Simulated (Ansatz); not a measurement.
Gas-phase electronic energies from Ansatz, PBE0-D4/def2-TZVP geometries. CCSD(T)/CBS adds triple-zeta CCSD(T) − MP2 to the extrapolated MP2 energy (def2 sets, frozen cores). Functionals use def2-TZVPP. HSE06 is defined as in plane-wave codes. For Ge outer-core shells are correlated without core-valence functions, which leaves a few kJ/mol of doubt a bond. Scalar relativity is left out up to krypton. Each species was taken in one conformer, which may not be the lowest.

`O=C[BH][GeH3]` + `CB(C)N` → `N[BH][GeH3]` + `CB(C)C=O`  (redistribution)

```
             level  ΔE (kcal/mol)  difference from CCSD(T)/CBS
        r2SCAN0-D4           -3.9                          0.0
          HSE06-D4           -4.0                         -0.1
      CAM-B3LYP-D4           -4.9                         -1.0
            revPBE           -2.9                          1.0
              BLYP           -3.3                          0.6
              PBE0           -4.1                         -0.2
     HF/def2-TZVPP           -7.1                         -3.2
SCS-MP2/def2-TZVPP           -4.3                         -0.4
   CCSD/def2-TZVPP           -4.6                         -0.7
CCSD(T)/def2-TZVPP           -3.7                          0.2
       CCSD(T)/CBS           -3.9                            0
```

Largest T1 diagnostic among the species: 0.018.

From PBE to PBE0 (25 % exact exchange), in def2-TZVPP and without D4, ΔE moves by −1.5 kcal/mol. In def2-TZVPP, CCSD(T) changes the Hartree–Fock value by +3.4 kcal/mol (the triples alone add +0.8 kcal/mol) and MP2 by +3.4 kcal/mol. Leaving LDA and LC-ωPBE aside and taking each functional with its dispersion term where it has one, the values, not all of them listed here, spread over 3.2 kcal/mol, from BHLYP-D4 to revPBE-D4. LDA lies +0.9 kcal/mol from PBE without D4.
